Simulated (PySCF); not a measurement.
A structure optimised at PBE0-D3(BJ)/def2-SVP, used in a PySCF frequency run:

```xyz
5

Te     0.0000     0.0000    -0.5518
Br     1.9243     0.0000     1.0427
Br     0.0000    -2.6274    -0.6328
Br    -1.9243     0.0000     1.0427
Br     0.0000     2.6274    -0.6328
```

Question: Write its SMILES, formula and point group.

Answer: Br[Te](Br)(Br)Br, Br₄Te, C2v

Question: What are its rotational constants (standard atomic weights)?

Answer: 0.58201, 0.36629, 0.29817 GHz
